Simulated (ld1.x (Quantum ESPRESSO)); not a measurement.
What one change does to a pseudopotential (holmium (Ho), TM)

ld1.x (Quantum ESPRESSO) 7.5 input, shortened:

```
&input
   title='Ho', zed=67., rel=2, dft='PZ', iswitch=3,
   config='[Xe] 4f10 5d1 6s1.5 6p0', rel_dist='average'
 /
 &inputp
   pseudotype=2, tm=.true., lloc=-1, rcloc=3.15,
   nlcc=.true.
 /
3
6S  1  0   1.50   0.00  2.80  2.80  0.0
6P  2  1   0.00   0.00  3.75  3.75  0.0
5D  3  2   1.00   0.00  1.95  1.95  0.0
 &test
   configts(1)='5d1 6s1.5 6p0'
 /
```

Open shells are filled in proportion to 2j + 1 (rel_dist='average').

Change: all radii but the core radius scaled by about 1.37 (s 3.84, p 5.14, d 2.68 bohr); local potential all-electron potential smoothed inside 4.32 bohr (lloc = -1).

Cutoffs: the cutoffs (Ry, on a coarse ladder) from which the occupation-weighted sum of valence levels, in a spherical-Bessel basis at the reference potential, stays within 10 and 1 mRy of its value at 400 Ry; they do not see the model core or the augmentation charge, which bear on the density cutoff. Errors are all-electron minus pseudo energies relative to the spin-unpolarised reference configuration.

Problem. What does the change do?

Solution. The potential gets neither clearly harder nor softer (18 Ry and 21 Ry → 18 Ry and 21 Ry); of the 7 tests that both files solve, the error grows in 5 and shrinks in 1 by more than 15 % and 0.3 meV (median size 26.4 → 29.5 meV); neither file shows a bound ghost.

| quantity | base | changed |
| --- | --- | --- |
| cutoff, loose | 18 Ry | 18 Ry |
| cutoff, tight | 21 Ry | 21 Ry |
| bound ghosts | none | none |
| error for 5d1 6s2 6p0, meV [ΔE -2.89 eV] | 0.0 | -3.1 |
| error for 5d1 6s1 6p0, meV [ΔE 4.26 eV] | -0.8 | -5.3 |
| error for 5d1 6s0 6p0, meV [ΔE 17.14 eV] | -39 | -81 |
| error for 5d0 6s2 6p1, meV [ΔE -1.32 eV] | -64 | -66 |
| error for 5d1.5 6s1.5 6p0, meV [ΔE -1.79 eV] | -6.4 | -17 |
| error for 5d2 6s1 6p0, meV [ΔE -0.62 eV] | -26 | -45 |
| error for 5d2 6s0 6p0, meV [ΔE 5.97 eV] | -42 | -29 |
